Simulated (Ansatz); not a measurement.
Consider the ligand exchange at the Sc–F bond: `[CH3][Sc]([F])[Cl]` + silanol → `[CH3][Sc]([Cl])[O][SiH3]` + H–F.

Calculated with Ansatz (gas phase, PBE0-D4/def2-TZVP geometries, no zero-point term in ΔE). CBS: MP2 limit from def2 TZ/QZ plus the TZ coupled-cluster correction, frozen cores. This one scheme is used for every species. DFT in def2-TZVPP. For Sc outer-core shells are correlated without core-valence functions, which leaves a few kJ/mol of doubt a bond. Scalar relativity is left out up to krypton. Each species was taken in one conformer, which may not be the lowest.

```
        level  ΔE (kcal/mol)
  LDA (SPW92)            7.8
   r2SCANh-D4            7.4
 CAM-B3LYP-D4            7.3
       B2PLYP            6.9
     PBE-QIDH            5.8
  HF/def2-SVP            4.9
HF/def2-QZVPP            6.4
MP2/CBS(def2)            3.0
```

**Question.** What does CCSD(T)/CBS give? (An estimate is asked.)

**Answer.** Ansatz gave: +3.5 kcal/mol. The listed levels differ from it by 4.3, 3.9, 3.8, 3.4, 2.3, 1.4, 2.9, -0.5 kcal/mol.

Largest T1 diagnostic among the species: 0.014.

From BLYP to BHLYP (50 % exact exchange), in def2-TZVPP and without D4, ΔE moves by −2.1 kcal/mol. The D4 term adds −1.7 kcal/mol with B3LYP and −1.0 kcal/mol with PBE0; it sums over pairs of atoms, weighted by their polarisabilities, and B3LYP, whose exchange is more repulsive, gets the larger term. Leaving LDA and LC-ωPBE aside and taking each functional with its dispersion term where it has one, the values, not all of them listed here, spread over 2.4 kcal/mol, from BHLYP-D4 to B97M-V. LDA lies −1.3 kcal/mol from PBE without D4.

B3LYP here is the variant with VWN-RPA as its local correlation; programs differ in this.
